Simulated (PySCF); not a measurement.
Species: BH8OPSi2.
Cartesian coordinates in Å at the PBE0-D3(BJ)/def2-SVP level; atoms count from 1:
```
atom  x, y, z in Å
B1     2.9249    0.2705    0.3668
P2     1.2401    0.9057   -0.0438
Si3    0.0960   -0.7729   -0.9883
O4    -1.5301   -0.4783   -0.9011
Si5   -2.7107    0.1017    0.1171
H6     3.8904    0.9824    0.2453
H7     3.0154   -0.8193    0.8774
H8     1.3735    1.9134   -1.0327
H9     0.4346   -0.9433   -2.4273
H10    0.4668   -1.9822   -0.1981
H11   -3.9821    0.1769   -0.6539
H12   -2.3379    1.4604    0.6119
H13   -2.8818   -0.8159    1.2829
```

Method: PySCF 2.14.0, PBE0-D3(BJ)/def2-SVP geometry optimisation, gas phase.

Masses are those of the commonest isotopes; rigid-rotor values at the optimised geometry. The values belong to one conformer with, in the numbering `[BH2:1][PH:2][SiH2:3][O:4][SiH3:5]`, H–B1–P2–Si3 143° and -44°, B1–P2–Si3–O4 160°, P2–Si3–O4–Si5 -41°.

Problem. Give the principal moments of inertia and the rotational constants in MHz.

Solution. Ia = 94.49, Ib = 460.30, Ic = 518.33 u·Å²; 505379 MHz·u·Å²/I gives A = 5349, B = 1098, C = 975.0 MHz.

Problem. What kind of rotor is it?

Solution. A near-prolate asymmetric top. Ray's parameter κ = (2B − A − C)/(A − C) = -0.944; −1 is the prolate and +1 the oblate limit.

Problem. Is it planar, by Δ = Ic − Ia − Ib?

Solution. Not planar: Δ = Ic − Ia − Ib = -36.46 u·Å². For a rigid frame Δ = −2 Σ m c², so Σ m c² = 18.23 u·Å² lies off the ab plane: 11.43 from hydrogen and 6.80 from heavier atoms. The atom farthest from that plane is 1.65 Å away.

Problem. Give the other two planar moments, Paa and Pbb, and the rms extents of the mass along the axes.

Solution. Paa = Σ m a² = (Ib + Ic − Ia)/2 = 442.07 and Pbb = Σ m b² = (Ia + Ic − Ib)/2 = 76.26 u·Å². With the mass M = 121.99 u, the rms extents √(P/M) along a, b and c are 1.90, 0.79, 0.39 Å.

Problem. Where do the levels up to J = 3 lie, in K?

Solution. Above 0(0,0), as E/k:
J = 1: 1(0,1) 0.099, 1(1,1) 0.303, 1(1,0) 0.309
J = 2: 2(0,2) 0.298, 2(1,2) 0.497, 2(1,1) 0.514, 2(2,1) 1.126, 2(2,0) 1.126
J = 3: 3(0,3) 0.596, 3(1,3) 0.786, 3(1,2) 0.821, 3(2,2) 1.425, 3(2,1) 1.425, 3(3,1) 2.460, 3(3,0) 2.460
Those of J = 1 are B + C, A + C and A + B.

Problem. Which types of transition are allowed, and where do some lines up to J = 4 fall?

Solution. The dipole components are |μa| = 0.44 D, |μb| = 0.16 D, |μc| = 0.46 D. Intensities carry the squares of the components, which stand as 0.93 : 0.13 : 1.00 (a : b : c). Some lines, for components of 0.1 D or more:

| type | branch | J(Ka,Kc) | MHz | lower level (cm⁻¹) |
| --- | --- | --- | --- | --- |
| a | Q | 2(1,1) ← 2(1,2) | 369 | 0.345 |
| a | Q | 3(1,2) ← 3(1,3) | 737 | 0.546 |
| a | R | 1(0,1) ← 0(0,0) | 2073 | 0.000 |
| a | R | 2(1,2) ← 1(1,1) | 4023 | 0.211 |
| c | Q | 1(1,1) ← 1(0,1) | 4251 | 0.069 |
| b | Q | 1(1,0) ← 1(0,1) | 4374 | 0.069 |
| a | R | 3(1,3) ← 2(1,2) | 6033 | 0.345 |
| b | R | 1(1,1) ← 0(0,0) | 6324 | 0.000 |
| b | R | 2(1,2) ← 1(0,1) | 8274 | 0.069 |
| a | R | 4(1,3) ← 3(1,2) | 8532 | 0.571 |
| c | R | 3(1,2) ← 2(0,2) | 10901 | 0.207 |
| c | Q | 4(2,3) ← 4(1,3) | 12327 | 0.856 |
| b | Q | 3(2,1) ← 3(1,2) | 12583 | 0.571 |
| b | Q | 2(2,1) ← 2(1,2) | 13121 | 0.345 |
| c | R | 4(1,3) ← 3(0,3) | 13225 | 0.414 |
| b | Q | 4(2,3) ← 4(1,4) | 13556 | 0.815 |
| b | R | 2(2,1) ← 1(1,0) | 17021 | 0.215 |
| c | R | 3(2,1) ← 2(1,1) | 18984 | 0.357 |
| c | R | 4(2,2) ← 3(1,2) | 20899 | 0.571 |
| b | Q | 3(3,0) ← 3(2,1) | 21550 | 0.991 |
| c | R | 4(2,3) ← 3(1,3) | 21597 | 0.546 |
| b | R | 4(2,2) ← 3(1,3) | 21636 | 0.546 |
| b | R | 4(3,2) ← 3(2,1) | 29846 | 0.991 |
| b | Q | 4(4,0) ← 4(3,1) | 30180 | 1.986 |
| b | Q | 4(4,1) ← 4(3,2) | 30181 | 1.986 |
| c | R | 4(4,0) ← 3(3,0) | 38478 | 1.709 |

Problem. Estimate the classical rotational partition function at 10 K, 25 K and 298.15 K.

Solution. Point group C1, symmetry number σ = 1; q = (√π/σ)·√((kT/h)³/(ABC)), k/h = 20836.6 MHz/K: 2230 at 10 K, 8810 at 25 K, 363000 at 298.15 K.

Not checked by PBE0-D3(BJ)/def2-SVP frequencies. Constants of a rigid frame at the computed geometry: no zero-point averaging, no centrifugal distortion. A rigid rotor knows nothing of internal rotation, which can split or shift real lines. Quadrupole hyperfine structure (11B) is left out.

Time: 25 s; peak memory 0.61 GiB. Hardware: an AMD EPYC 9R45 with one thread, no GPU, shared host with 96 logical CPUs at a one-minute load of 33. These figures are those of the optimisation.
